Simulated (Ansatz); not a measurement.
Which method gave which barrier?

Saddle point of Si4H11ClF2, closed shell (Si₄H₉Cl ([SiH3][Si]([SiH3])([SiH3])[Cl]) + HF + HF → Si₃H₆ClF ([F][SiH2][SiH]([SiH3])[Cl]) + SiH₄ + HF; bonds formed: Si1–H13, Si2–H8, Si3–F7, H6–F9; bonds broken: Si1–Si2, Si3–H13, H6–F7, H8–F9), PBE0-D4/def2-TZVP structure:

Si1  (-0.216, 0.346, -0.514)
Si2  (-1.235, -0.069, 1.860)
Si3  (2.046, -0.082, -1.044)
Si4  (-1.672, -1.367, -1.207)
Cl5  (-1.044, 2.140, -1.061)
H6  (1.804, 1.838, 0.794)
F7  (2.371, 1.815, -0.161)
H8  (0.093, 0.731, 1.171)
F9  (1.082, 1.713, 1.691)
H10  (-2.547, 0.489, 1.469)
H11  (-1.180, -1.545, 1.750)
H12  (-0.788, 0.401, 3.187)
H13  (1.678, -1.423, -1.659)
H14  (2.566, 0.652, -2.216)
H15  (2.893, -0.516, 0.088)
H16  (-1.691, -1.250, -2.688)
H17  (-3.044, -1.193, -0.665)
H18  (-1.117, -2.680, -0.797)
(Å)

Ansatz 0.2.0; basis: def2-TZVPP, with def2-QZVPP for the basis limit; cores frozen in the correlated methods. Extrapolation: Hartree–Fock as exp(−7.88 √X), correlation as X^−2.97. Four methods, as single points on the PBE0-D4 structures, gave these electronic barriers from the start structure: 97.1, 156.0, 197.2, 276.9 kJ/mol.

(1) The methods were, in alphabetical order, CCSD(T), HF, r2SCAN-D4, SPW92. Which gave which? (A judgement: the text doesn't fix the answer.)

The T1 diagnostic stays at or below 0.015.

Results:

(1) By the calculation: SPW92 97.1; r2SCAN-D4 156.0; CCSD(T) 197.2; HF 276.9 kJ/mol. For comparison, CCSD(T) at an estimated basis limit (MP2 extrapolated from triple and quadruple zeta, plus CCSD(T) − MP2 in triple zeta) gives 192.6 kJ/mol.

Labels in which every atom is bracketed show which atoms are joined, not bond orders.

For scale, one of the runs: CCSD(T)/def2-TZVPP, 426 basis functions, launched by `ansatz run in.yaml --threads 4 --pin off --events-out ev --progress --plain --max-ram 66560MiB --backend cuda --devices 0, --max-vram 37GiB`. Time: 45 s of wall clock on 4 CPU threads of an AMD EPYC 7R13 and a share of one NVIDIA H100; the host was shared. Peak host memory: 1.7 GiB.
